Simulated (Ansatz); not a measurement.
Relaxation of H8OSW (11 atoms, charge 0, multiplicity 1), to a largest force component of 0.03 eV/Å in at most 50 steps.

All numbers below come from RKS PBE0-D4/def2-SVP (Ansatz 0.2.0).

```xyz
11
Properties=species:S:1:pos:R:3
W 0.305 0.239 -0.292
H -0.155 0.003 2.579
H 1.513 -0.614 0.501
H -0.575 1.519 0.355
H -1.297 -0.054 0.151
H -0.110 -1.311 0.235
O 0.501 0.222 -2.121
H 0.619 0.992 -2.696
S 1.758 1.896 0.664
H 2.946 1.256 0.693
H 0.321 0.482 2.321
```

Q: Where does it end, and by what steps?

A: The run converged. After 18 steps the energy has fallen by 0.353 eV; H2 moved furthest, 0.88 Å. Joined: W1–H2, W1–H11.

| step | energy less start (eV) | largest force component (eV/Å) | accepted |
| --- | --- | --- | --- |
| 0 | 0.0000 | 1.235 | yes |
| 1 | -0.0650 | 0.464 | yes |
| 2 | -0.0912 | 0.159 | yes |
| 3 | -0.1039 | 0.504 | yes |
| 4 | -0.1587 | 0.508 | yes |
| 5 | -0.2224 | 0.328 | yes |
| 6 | -0.1650 | 0.835 | no |
| 7 | -0.2396 | 0.135 | yes |
| 8 | -0.2434 | 0.124 | yes |
| 9 | -0.2502 | 0.454 | yes |
| 10 | -0.2531 | 1.013 | yes |
| 11 | -0.2929 | 0.260 | yes |
| 12 | -0.2940 | 0.425 | yes |
| 13 | -0.2918 | 0.329 | no |
| 14 | -0.3423 | 0.279 | yes |
| 15 | -0.3486 | 0.201 | yes |
| 16 | -0.3516 | 0.076 | yes |
| 17 | -0.3510 | 0.069 | no |
| 18 | -0.3526 | 0.027 | yes |

```xyz
11
Properties=species:S:1:pos:R:3
W 0.341 0.320 -0.047
H 0.306 -0.176 1.851
H 1.506 -0.583 0.770
H -0.497 1.616 0.639
H -1.296 0.034 0.260
H -0.154 -1.258 0.328
O 0.456 0.241 -1.888
H 0.438 0.755 -2.700
S 1.904 1.971 0.702
H 3.059 1.268 0.651
H -0.237 0.440 1.824
```

Whether the end is a true minimum wasn't checked by a vibrational analysis.

Run time: 83 s on 2 threads of Intel(R) Xeon(R) Platinum 8259CL CPU @ 2.50GHz (Skylake/Cascade Lake), with other jobs on the host, peak memory 0.25 GiB.
